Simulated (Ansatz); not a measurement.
`[OH][GaH][SeH]` + HBr → `[OH][GaH][Br]` + H₂Se at 500 K and 1 bar (ligand exchange at a Ga–Se bond).

Calculated with Ansatz (gas phase, PBE0-D4/def2-TZVP geometries, no zero-point term in ΔE). CBS: MP2 limit from def2 TZ/QZ plus the TZ coupled-cluster correction, frozen cores. For Br, Ga, Se outer-core shells are correlated without core-valence functions, which leaves a few kJ/mol of doubt a bond. Scalar relativity is left out up to krypton. One conformer a species, not always the lowest.

| species | CCSD(T)/CBS energy (Eh) | H − E (kJ/mol) | S (J/(mol·K)) |
| --- | --- | --- | --- |
| `[OH][GaH][SeH]` | -4401.68747 | 110.9 | 370.0 |
| HBr | -2573.91920 | 30.5 | 213.7 |
| `[OH][GaH][Br]` | -4573.71961 | 87.1 | 350.7 |
| H₂Se | -2401.89790 | 53.1 | 237.8 |

H − E and S are ideal-gas, rigid-rotor, harmonic terms from PBE0-D4/def2-TZVP, for one conformer and one mirror image of each species. 1 Eh = 2625.50 kJ/mol, R = 8.31446 J/(mol·K).

Problem. By hand: ΔE, ΔH, ΔS and ΔG.

Solution. ΔE = (-4573.71961) + (-2401.89790) − (-4401.68747) − (-2573.91920) = -0.01084 Eh = -28.5 kJ/mol. Δ(H − E) = 87.1 + 53.1 − 110.9 − 30.5 = -1.2, so ΔH = -29.7 kJ/mol. ΔS = 350.7 + 237.8 − 370.0 − 213.7 = 4.8 J/(mol·K). ΔG = -29.7 − 500 × (4.8)/1000 = -32.1 kJ/mol.

Problem. By hand: the equilibrium constant, and the temperature at which ΔG would vanish if ΔH and ΔS stayed fixed.

Solution. log₁₀ K = −ΔG/(RT ln 10) = 3.4. ΔH and −TΔS have one sign here, so there is no such temperature. One of them is within its doubt of zero, so this could turn.

The number of gas molecules stays the same, so ΔS is small and ΔH decides. A doubt of 5 kJ/mol in ΔE shifts log₁₀ K by 0.5 here. Other conformers and mirror images would add mixing entropy, several J/(mol·K) or more a flexible species. These are equilibria of isolated gas molecules and say nothing of rates. Largest T1 diagnostic: 0.013 (customary marks: 0.02 for closed shells, 0.045 for open ones).
